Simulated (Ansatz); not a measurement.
Reaction (formal exchange of groups at the Si–O bond): `[MgH][O][SiH3]` + `CC(=N)CCl` → `N=C([SiH3])CCl` + `C[O][MgH]`

Program: Ansatz. Geometries: PBE0-D4/def2-TZVP. ΔE: electronic, gas phase. CCSD(T)/CBS adds triple-zeta CCSD(T) − MP2 to the extrapolated MP2 energy (def2 sets, frozen cores). Functionals use def2-TZVPP. For Mg outer-core shells are correlated without core-valence functions, which leaves a few kJ/mol of doubt a bond. Each species was taken in one conformer, which may not be the lowest.

CCSD(T)/CBS gives +216.5 kJ/mol.

Q: Another level gave +230.0 kJ/mol. Which?
A. HF/def2-TZVPP
B. r2SCAN-D4/def2-TZVPP
C. SCS-MP2/def2-TZVPP
D. PBE0/def2-TZVPP

A: A. HF/def2-TZVPP 230.0, r2SCAN-D4 210.4, SCS-MP2/def2-TZVPP 221.0, PBE0 204.5 kJ/mol.

Largest T1 diagnostic among the species: 0.012.

In def2-TZVPP, CCSD(T) changes the Hartree–Fock value by −14.5 kJ/mol (the triples alone add −2.9 kJ/mol) and MP2 by −7.5 kJ/mol. From PBE to PBE0 (25 % exact exchange), in def2-TZVPP and without D4, ΔE moves by +11.1 kJ/mol.
